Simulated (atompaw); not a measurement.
## Logarithmic derivatives: selenium, PAW (atompaw)

Se (Z = 34), PAW, made with atompaw 4.2.0.5 (PBE, scalar-relativistic). Core [Ar] 3d10, reference 4s2 4p4. Waves: 4s (bound): rc 1.50 bohr; 4s channel at -0.5 Ry: rc 1.50 bohr; 4p (bound): rc 1.50 bohr; 4p channel at 0.25 Ry: rc 1.50 bohr. Local part: bessel scheme, radius 1.45 bohr. Core correction: smooth core density matched at 1.40 bohr. Augmentation charge: sinc compensation charge, radius 1.40 bohr; PAW radius 1.50 bohr; waves and projectors: custom rrkj vanderbiltortho.

The phase is arctan(r·u′/u) with u = r·R(r), unwrapped; energies in Ry, scanned from -3 to 5 Ry. A pole is an energy at which the radial function vanishes at the test radius. The pseudo phase is shifted by a multiple of π to meet the all-electron one at the reference energy, and phase errors are pseudo minus all-electron; the curves can meet again beyond the range given. Levels narrower than the energy grid can be missing from the lists of poles.

```
channel  radius (bohr)  reference energy (Ry)  poles, all-electron  poles, pseudo  unbroken range about the reference energy with phases within 0.05 rad  phase error 1 Ry above the reference energy (rad)
      s           1.50                  -1.27                 none           none                                                        the whole range                                             -0.000
      p           1.50                  -0.48                 none           none                                                        the whole range                                             -0.000
```

Phases in the s channel:

```json
{"E (Ry)": "-3.00", "all-electron": "0.862", "pseudo": "0.862"}
{"E (Ry)": "-2.76", "all-electron": "0.799", "pseudo": "0.799"}
{"E (Ry)": "-2.52", "all-electron": "0.724", "pseudo": "0.723"}
{"E (Ry)": "-2.28", "all-electron": "0.633", "pseudo": "0.633"}
{"E (Ry)": "-2.04", "all-electron": "0.524", "pseudo": "0.524"}
{"E (Ry)": "-1.80", "all-electron": "0.393", "pseudo": "0.393"}
{"E (Ry)": "-1.56", "all-electron": "0.240", "pseudo": "0.240"}
{"E (Ry)": "-1.32", "all-electron": "0.067", "pseudo": "0.067"}
{"E (Ry)": "-1.08", "all-electron": "-0.120", "pseudo": "-0.120"}
{"E (Ry)": "-0.84", "all-electron": "-0.307", "pseudo": "-0.307"}
{"E (Ry)": "-0.60", "all-electron": "-0.483", "pseudo": "-0.483"}
{"E (Ry)": "-0.36", "all-electron": "-0.640", "pseudo": "-0.640"}
{"E (Ry)": "-0.12", "all-electron": "-0.774", "pseudo": "-0.774"}
{"E (Ry)": "0.12", "all-electron": "-0.886", "pseudo": "-0.886"}
{"E (Ry)": "0.36", "all-electron": "-0.980", "pseudo": "-0.980"}
{"E (Ry)": "0.60", "all-electron": "-1.058", "pseudo": "-1.058"}
{"E (Ry)": "0.84", "all-electron": "-1.123", "pseudo": "-1.123"}
{"E (Ry)": "1.08", "all-electron": "-1.177", "pseudo": "-1.178"}
{"E (Ry)": "1.32", "all-electron": "-1.224", "pseudo": "-1.224"}
{"E (Ry)": "1.56", "all-electron": "-1.264", "pseudo": "-1.265"}
{"E (Ry)": "1.80", "all-electron": "-1.299", "pseudo": "-1.300"}
{"E (Ry)": "2.04", "all-electron": "-1.330", "pseudo": "-1.330"}
{"E (Ry)": "2.28", "all-electron": "-1.357", "pseudo": "-1.357"}
{"E (Ry)": "2.52", "all-electron": "-1.380", "pseudo": "-1.381"}
{"E (Ry)": "2.76", "all-electron": "-1.402", "pseudo": "-1.403"}
{"E (Ry)": "3.00", "all-electron": "-1.421", "pseudo": "-1.422"}
{"E (Ry)": "3.24", "all-electron": "-1.439", "pseudo": "-1.440"}
{"E (Ry)": "3.48", "all-electron": "-1.455", "pseudo": "-1.456"}
{"E (Ry)": "3.72", "all-electron": "-1.470", "pseudo": "-1.471"}
{"E (Ry)": "3.96", "all-electron": "-1.483", "pseudo": "-1.485"}
{"E (Ry)": "4.20", "all-electron": "-1.496", "pseudo": "-1.498"}
{"E (Ry)": "4.44", "all-electron": "-1.508", "pseudo": "-1.510"}
{"E (Ry)": "4.68", "all-electron": "-1.518", "pseudo": "-1.522"}
{"E (Ry)": "4.92", "all-electron": "-1.529", "pseudo": "-1.533"}
```
